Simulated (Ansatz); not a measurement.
Basis-set series for CH6FGaSi2, SMILES `F[CH2][Ga]1[SiH2][SiH2]1`. Charge 0, multiplicity 1. Geometry: relaxed with PBE0-D4/def2-TZVP. It is one conformer, not always the lowest.

```csv
functional,basis,functions,energy (Eh),HOMO (eV),LUMO (eV)
PBE0-D4,def2-TZVPP,278,-2644.78302,-6.21,-2.20
PBE0-D4,def2-QZVPP,523,-2644.85241,-6.22,-2.21
ωB97M-V,def2-TZVPP,278,-2645.20692,-8.09,-0.41
ωB97M-V,def2-QZVPP,523,-2645.27391,-8.10,-0.47
```

Problem. Give the rows for def2-SVP. (Best estimate.)

Solution. Computed: 
```json
{"functional": "PBE0-D4", "basis": "def2-SVP", "functions": "126", "energy (Eh)": "-2644.16605", "HOMO (eV)": "-6.20", "LUMO (eV)": "-2.16"}
{"functional": "ωB97M-V", "basis": "def2-SVP", "functions": "126", "energy (Eh)": "-2644.58553", "HOMO (eV)": "-8.05", "LUMO (eV)": "-0.36"}
```

Scalar relativity is left out up to krypton.
